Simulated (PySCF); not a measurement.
Ga(H)(F)(vinyl) (C2H4FGa), SMILES C=[CH][GaH][F]. Atoms are numbered in the order given.

```xyz
8

Ga     0.3093    -0.4003     0.0000
H      1.8492    -0.6674     0.0000
F     -0.6951    -1.8542     0.0000
C     -0.6572     1.2894     0.0000
C     -0.0067     2.4636     0.0000
H     -1.7541     1.2936     0.0000
H     -0.5325     3.4268     0.0000
H      1.0886     2.5254     0.0000
```

Coordinates come from a B3LYP-D3(BJ)/def2-SVP optimisation. The structure was generated by enumeration; whether it is a known compound was not checked. Other conformers were not sampled.

Two levels are set side by side: PBE/pcSseg-1 (PySCF) and HF/pcSseg-1 (PySCF). GIAO shifts against CFCl3 (¹⁹F), TMS (¹H), TMS (¹³C) at the same level; non-relativistic, no solvent, atoms listed together averaged. Differences are taken from unrounded values.

```csv
quantity,HF
δ(¹H) of H2 (ppm),5.06
δ(¹⁹F) of F3 (ppm),-140.5
δ(¹³C) of C4 (ppm),146.4
δ(¹³C) of C5 (ppm),157.3
δ(¹H) of H6 (ppm),6.84
```

Problem. What does PBE give, and how far is it from HF? (The exact figures need the calculation; the answer reports its results.)

Solution. 
```
quantity               PBE  PBE minus HF
------------------  ------  ------------
δ(¹H) of H2 (ppm)     6.11          1.05
δ(¹⁹F) of F3 (ppm)  -108.7          31.8
δ(¹³C) of C4 (ppm)   152.3           5.9
δ(¹³C) of C5 (ppm)   153.0          -4.3
δ(¹H) of H6 (ppm)     7.02          0.18
```

Rough cost on one machine, each run with all the roots and properties that it gave: HF against PBE within a factor of 2.
